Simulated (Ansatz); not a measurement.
Molecule: sum formula Si$_{2}$H$_{4}$F$_{2}$, net charge 0, singlet state. SMILES: F[SiH2][SiH2]F
Geometry from a B3LYP-D3(BJ)/def2-TZVP (Ansatz, a first-principles code) optimisation:
```
Si
F 1 1.6139
H 1 1.4806 2 108.03
H 1 1.4806 3 109.32 2 117.33
Si 1 2.3571 3 111.84 4 124.42
F 5 1.6139 1 107.61 3 -61.50
H 5 1.4806 6 108.03 1 120.92
H 5 1.4806 7 109.32 6 -117.33
```

Quantity: vertical ionisation energy (to the doublet state of charge +1; each state is the SCF solution reached for its spin), in eV. Cores are frozen in the correlated levels unless marked. Open shells are spin-unrestricted. Spin-orbit coupling is left out. No relativistic terms. CBS(X,Y): correlation extrapolated as X^-3; Hartree-Fock from the larger set. The bracket is a focal-point correction in the basis named.

| level | program | vertical ionisation energy (eV) |
|---|---|---|
| r2SCAN/def2-TZVPD | Ansatz | 10.50 |

Problem. Predict the RI-MP2/CBS(aug-cc-pV(T+d)Z,aug-cc-pV(Q+d)Z)+[CCSD(T)-MP2]/aug-cc-pV(T+d)Z result (Ansatz).

Solution. 11.00 eV, so r2SCAN/def2-TZVPD differs from it by -0.50 eV.
